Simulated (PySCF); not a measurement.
# Sb²⁵⁺: ionisation energy

Sb²⁵⁺ [Ar] 3d8 [3d3/2^4 3d5/2^4, M_J = 4] → Sb²⁶⁺ [Ar] 3d7 [3d3/2^4 3d5/2^3, M_J = 9/2], as a difference of total energies. All numbers are calculated (PySCF 2.14, the two-component X2C-1e Hamiltonian, in an uncontracted even-tempered set (17 s from 3.5 bohr⁻², ratio 2.8; 12 p from 4.5 bohr⁻², ratio 2.8; 8 d from 4.5 bohr⁻², ratio 2.8; 3 f from 19 bohr⁻², ratio 3)). Correlated levels: [Ne] frozen; the 76 highest virtual spinors dropped. "Screened" scales the spin-orbit matrix elements by Boettger's factors to mimic the two-electron term; Breit and QED terms are absent.

**Question.** Order these methods by the ionisation energy they give, lowest first.
A. GHF (spin-free)
B. GHF (screened spin-orbit)
C. GMP2 (spin-free)
D. GMP2 (screened spin-orbit)

**Answer.** B (1361.5 eV), D (1362.7 eV), A (1364.0 eV), C (1365.3 eV).

Breit and QED terms and the two-electron picture change are absent.

The spin-free rows relax to the high-spin LS determinant and lack the spin-orbit shift.

The labels give the starting determinants; with spin-orbit coupling the two ends relaxed to ⟨J²⟩ = 20.00, ⟨L²⟩ = 12.41, ⟨S²⟩ = 1.91 and ⟨J²⟩ = 24.75, ⟨L²⟩ = 13.75, ⟨S²⟩ = 3.16.

For comparison: 1360 ± 4 eV (theoretical estimate listed by NIST; NIST Atomic Spectra Database, ionization energies).
